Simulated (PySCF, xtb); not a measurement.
GaCl₂, SMILES [Cl][Ga+][Cl], charge +1.

Harmonic wavenumbers (cm⁻¹) from GFN2-xTB (xtb) at its own minimum, in rising order: 98, 98, 314, 450.

**Question.** What does PySCF with PBE0-D3(BJ)/def2-TZVP give at its own minimum? (An estimate is asked for; the answer gives what the named calculation found.)

**Answer.** 113, 113, 424, 610. Paired by order, the mean absolute difference is 75 cm⁻¹ and the zero-point energies are 1.4 and 1.8 kcal/mol.
